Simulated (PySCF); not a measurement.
The PySCF input:
```python
from pyscf import gto, scf, dft

mol = gto.M(
    atom='''
O     0.07094020    0.00288768    0.03133554
H    -0.02512652    0.80502202   -0.52984156
H     0.02737561   -0.82471664   -0.49851471
H    -0.56977067   -0.00340678    0.77767195
''',
    basis='def2-svp',
    charge=1,
    verbose=4,
)

mf = dft.RKS(mol)
mf.xc = 'wb97x'
mf = mf.density_fit(auxbasis='def2-universal-jkfit')
mf.kernel()
```

What is the computed Mulliken (on the basis functions themselves) charges in atom order (DF-WB97X/def2-SVP run with PySCF)?

O1 0.08, H2 0.31, H3 0.31, H4 0.31

What HOMO energy does DF-WB97X/def2-SVP give?

-23.25 eV

Give the nuclear repulsion energy at the level DF-WB97X/def2-SVP.

13.8848 Eh

Predict the number of basis functions from DF-WB97X/def2-SVP.

29

Give the total energy at the level DF-WB97X/def2-SVP.

-76.6235 Eh

Estimate the HOMO-LUMO gap that DF-WB97X/def2-SVP returns for this input.

18.91 eV
